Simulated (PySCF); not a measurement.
A run that did not reach its result, on `C(C(F)(F)F)CS` (driver script around PySCF, density fitting, GFN2-xTB geometry as the base; each input is a line of settings and coordinates in Å).

Command:
```bash
OMP_NUM_THREADS=1 python probes_run.py task.json out
```
Input:
```
{"job": {"kind": "nmr", "xc": "SCAN", "basis": "pcSseg-1", "pop": false, "scf": {"conv": 0.1, "max_cycle": 99}}, "charge": 0, "multiplicity": 2}
F     -2.311907     1.064234     0.694249
C     -1.508213     0.288884    -0.047281
F     -2.066970    -0.928643    -0.078804
F     -1.565501     0.766941    -1.300124
C     -0.091000     0.262954     0.492228
C      0.801343    -0.619997    -0.371452
S      2.502961    -0.685838     0.285082
H     -0.126465    -0.113734     1.516234
H      0.274875     1.292044     0.507711
H      0.451056    -1.652071    -0.360333
H      0.836672    -0.263409    -1.400718
H      2.804349     0.587949     0.037182
```

Output:
```
RuntimeError: Electron number 66 and spin 1 are not consistent
Note mol.spin = 2S = Nalpha - Nbeta, not 2S+1
```

What went wrong, and what mends it?

66 electrons can't have multiplicity 2: an even count needs an odd multiplicity, an odd count an even one. Mend the charge or the multiplicity. SCAN is a meta-GGA, for which the driver's response step would refuse in any case. The run gave no result.

Conformer computed: `[F:1][C:2]([F:3])([F:4])[CH2:5][CH2:6][SH:7]`: F1–C2–C5–C6 180°, C2–C5–C6–S7 -179°, H–S7–C6–C5 -67°.
